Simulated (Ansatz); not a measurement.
Si$_{3}$H$_{10}$O, closed shell: at the end structure of a reaction step.

The input file, in.yaml:

```yaml
crystal:
  periodic: [false, false, false]
  atoms:
    - {symbol: Si, position_ang: [-1.272588, 0.780194, 0.010813]}
    - {symbol: H, position_ang: [-0.032015, -2.510539, 0.782508]}
    - {symbol: H, position_ang: [-1.869000, 2.095445, -0.348284]}
    - {symbol: H, position_ang: [-2.378179, -0.131883, 0.410632]}
    - {symbol: Si, position_ang: [0.220127, 1.062949, 1.800565]}
    - {symbol: H, position_ang: [-0.538679, -2.676109, 0.259737]}
    - {symbol: O, position_ang: [-0.529980, 0.165859, -1.316385]}
    - {symbol: Si, position_ang: [0.875394, -0.415721, -1.914448]}
    - {symbol: H, position_ang: [-0.515474, 1.674468, 2.941784]}
    - {symbol: H, position_ang: [1.339260, 1.966386, 1.417317]}
    - {symbol: H, position_ang: [0.793962, -0.235189, 2.247498]}
    - {symbol: H, position_ang: [1.349527, 0.470910, -3.006298]}
    - {symbol: H, position_ang: [0.654806, -1.782788, -2.447127]}
    - {symbol: H, position_ang: [1.902739, -0.463882, -0.838413]}
basis:
  gaussian: {orbitals: def2-TZVPP}
hamiltonian: {xc: r2scan, dispersion: d4}
```

Launched with

```bash
ansatz run in.yaml --threads 8 --pin off --events-out ev --progress --plain --max-ram 19148MiB
```

What Ansatz 0.2.0 printed:

```
Functional definition: r2SCAN
  name "r2SCAN"
  cite "Furness, Kaplan, Ning, Perdew & Sun, J. Phys. Chem. Lett. 11, 8208 (2020) doi:10.1021/acs.jpclett.0c02405"
  cite "Furness, Kaplan, Ning, Perdew & Sun, J. Phys. Chem. Lett. 11, 9248 (2020) doi:10.1021/acs.jpclett.0c03077"
  parent r2scan
  parameter k0 = 0.174
  parameter k1 = 0.065
  parameter a1 = 4.9479
  exchange = r2scan_x(k0 = k0, k1 = k1, a1 = a1)
  correlation = r2scan_c
1605 factors; their error is unknown
mean field evaluation 1: about -25836.8330 eV, gradient 5.8e1 eV
mean field evaluation 2: about -25814.9862 eV, gradient 1.2e2 eV
mean field evaluation 4: about -25842.4474 eV, gradient 3.5e0 eV
mean field evaluation 8: about -25842.4774 eV, gradient 4.6e-2 eV
mean field evaluation 16: about -25842.4274 eV, gradient 4.6e-5 eV
mean field -25842.42739215 eV, -949.6916900350 hartree, gradient 4.6e-5 eV, S^2 0.000000; 0 other end points of the search recorded, 0 dependent functions left out
reference -25842.42740947 eV, -949.6916906717 hartree; 30, 30 occupied and 267, 267 virtual orbitals, 1605 factors
Total energy: -25842.51172320 eV, -949.6947891442 hartree
```

The lines “mean field evaluation” count trial sets of orbitals through the whole run, from several starts and some on an approximate energy, so they need not fall steadily or lie above the final value.

Hardware: 8 CPU threads of an Arm Neoverse V1, shared host. Wall time about 3.4 s.
